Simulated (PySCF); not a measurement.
Se(I)(OMe) (CH₃IOSe), SMILES CO[Se]I.

Coordinates come from a B3LYP-D3(BJ)/def2-SVP optimisation. The def2 effective core potentials stand for the cores of I; spin–orbit coupling is left out. The values are those of a single conformer.

The numbers are results of TDA-LC-ωPBE/def2-SVPD run with PySCF, not measurements.

Vertical excitations. The molecule is in vacuum.

Computed excitation energies, oscillator strengths and character:
```tsv
state	energy (eV)	λ (nm)	f	main pairs
S1	2.53	490	0.001	HOMO→LUMO 96 %
S2	3.96	313	0.001	HOMO−1→LUMO 84 %
S3	3.98	312	0.002	HOMO→LUMO+1 70 %, HOMO−1→LUMO 13 %
S4	4.48	277	0.005	HOMO−3→LUMO 50 %, HOMO−2→LUMO 42 %
S5	5.53	224	0.203	HOMO−2→LUMO 41 %, HOMO−3→LUMO 35 %, HOMO−1→LUMO+1 14 %
S6	5.91	210	0.004	HOMO−2→LUMO+1 76 %, HOMO−3→LUMO+1 12 %
S7	6.65	186	0.062	HOMO−1→LUMO+1 48 %, HOMO−5→LUMO 14 %, HOMO−3→LUMO+1 12 %, HOMO−4→LUMO 11 %
S8	6.73	184	0.025	HOMO−3→LUMO+1 57 %, HOMO−1→LUMO+1 9 %
S9	6.86	181	0.001	HOMO→LUMO+3 50 %, HOMO→LUMO+2 16 %, HOMO→LUMO+6 15 %
S10	6.95	178	0.019	HOMO−4→LUMO 73 %
T1	1.80	689	0	HOMO→LUMO 95 %
T2	3.05	406	0	HOMO→LUMO+1 77 %
T3	3.28	378	0	HOMO−1→LUMO 95 %
T4	3.65	339	0	HOMO−2→LUMO 87 %
```
Triplets are in the Tamm–Dancoff approximation.
